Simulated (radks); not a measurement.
The numbers below are computed, except where a source is named.
Q: Orbital eigenvalues (eV) of neutral cadmium, [Kr] 4d10 5s2, of relativity; Dirac values are averaged over j with weights 2j + 1. Spin-unpolarised spherical Kohn-Sham, PBE, point nucleus unless stated (finite: rms radius 4.6087 fm), a radial shooting solver on a logarithmic mesh with Libxc functionals. A level marked "c x" has the speed of light scaled by that factor.

shell  non-rel.
1s       -25649
2s      -3726.8
2p      -3474.2
3s      -691.66
3p      -589.09
3d      -399.28
4s      -97.995
4p      -65.173
4d      -12.640
5s      -5.2787

Give the values at the level "Dirac, c x 0.75".

A: 
shell  Dirac, c x 0.75  change of magnitude (%)
1s              -27264                    +6.30
2s             -4119.5                   +10.54
2p             -3586.8                    +3.24
3s             -770.57                   +11.41
3p             -612.31                    +3.94
3d             -388.21                    -2.77
4s             -112.93                   +15.25
4p             -68.756                    +5.50
4d             -11.016                   -12.85
5s             -6.0411                   +14.44
